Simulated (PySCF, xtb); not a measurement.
CH3ISTe, SMILES CS[Te]I.

GFN2-xTB (xtb 6.7.1) at its own geometry gives an orbital gap of 3.00 eV and a dipole moment of 6.19 D.

Geometry optimised at B3LYP-D3(BJ)/def2-SVP. The structure was generated by enumeration, and PubChem lists no compound with its InChIKey, so it may never have been made. The def2 effective core potentials stand for the cores of I, Te; spin–orbit coupling is left out. The values are those of a single conformer.

Problem. What does PySCF with PBE/def2-TZVP give? (An estimate is asked for; the answer gives what the named calculation found.)

Solution. gap 1.80 eV (levels -5.37 and -3.57 eV), dipole 2.19 D.
